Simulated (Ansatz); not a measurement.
TiO₄H₄⁺. Total charge 1; doublet. Geometry PBE-D4/def2-SVP.

```xyz
9

Ti    0.101    0.151   -0.010
O    -1.775   -0.507   -0.604
O     0.851    1.699    0.158
O    -1.631    0.271    0.620
O     0.942   -1.173    0.744
H    -2.073   -1.400   -0.291
H     0.804   -0.184   -2.182
H     1.657   -1.494    1.331
H     1.124    2.636    0.235
```

The structure holds one bond between oxygen atoms, so isomers without such links may lie far lower. The structure comes from a short search, and lower isomers may exist.

(1) Estimate the α-spin orbital energies around the gap (eV) in Ansatz with PBE-D4/def2-TZVP, PBE0-D4/def2-TZVP.

Results:

(1) 
```csv
orbital,PBE-D4/def2-TZVP,PBE0-D4/def2-TZVP
HOMO−5,-14.19,-15.96
HOMO−4,-14.10,-15.88
HOMO−3,-13.93,-15.64
HOMO−2,-13.56,-15.28
HOMO−1,-13.09,-14.78
HOMO,-12.36,-14.10
LUMO,-8.90,-8.00
LUMO+1,-8.38,-7.54
LUMO+2,-8.08,-7.23
LUMO+3,-7.25,-6.35
LUMO+4,-7.12,-6.10
LUMO+5,-6.78,-5.39
β HOMO,-12.36,-14.10
β LUMO,-10.07,-9.24
```
